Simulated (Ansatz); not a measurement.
Gas-phase electronic energies from Ansatz, PBE0-D4/def2-TZVP geometries. CCSD(T)/CBS adds triple-zeta CCSD(T) − MP2 to the extrapolated MP2 energy (def2 sets, frozen cores). DFT in def2-TZVPP. For Ge outer-core shells are correlated without core-valence functions, which leaves a few kJ/mol of doubt a bond. Scalar relativity is left out up to krypton. Each species was taken in one conformer, which may not be the lowest.

`[SiH3][GeH2][SiH2][GeH2][SiH2][GeH3]` + `N[CH2][GeH3]` → `[GeH3][SiH2][GeH2][SiH2][GeH3]` + `N[CH2][GeH2][SiH3]`  (redistribution)

```json
{"level": "PBE0-D4", "ΔE (kJ/mol)": "6.0"}
{"level": "ωB97X-V", "ΔE (kJ/mol)": "4.4"}
{"level": "PBE", "ΔE (kJ/mol)": "1.5"}
{"level": "MP2/def2-TZVPP", "ΔE (kJ/mol)": "6.5"}
{"level": "SCS-MP2/def2-TZVPP", "ΔE (kJ/mol)": "4.7"}
{"level": "HF/def2-QZVPP", "ΔE (kJ/mol)": "-0.7"}
{"level": "SCS-MP2/def2-QZVPP", "ΔE (kJ/mol)": "5.7"}
{"level": "CCSD/CBS(def2)", "ΔE (kJ/mol)": "5.9"}
```

**Question.** What does CCSD(T)/CBS give? (Estimate.)

**Answer.** Computed: +7.0 kJ/mol. The listed levels differ from it by -1.0, -2.6, -5.5, -0.5, -2.3, -7.7, -1.3, -1.1 kJ/mol.

Largest T1 diagnostic among the species: 0.013.

In def2-TZVPP, CCSD(T) changes the Hartree–Fock value by +6.2 kJ/mol (the triples alone add +1.1 kJ/mol) and MP2 by +7.4 kJ/mol. The D4 term adds +6.3 kJ/mol with B3LYP and +3.9 kJ/mol with PBE0; it sums over pairs of atoms, weighted by their polarisabilities, and B3LYP, whose exchange is more repulsive, gets the larger term.

B3LYP here is the variant with VWN-RPA as its local correlation; programs differ in this.
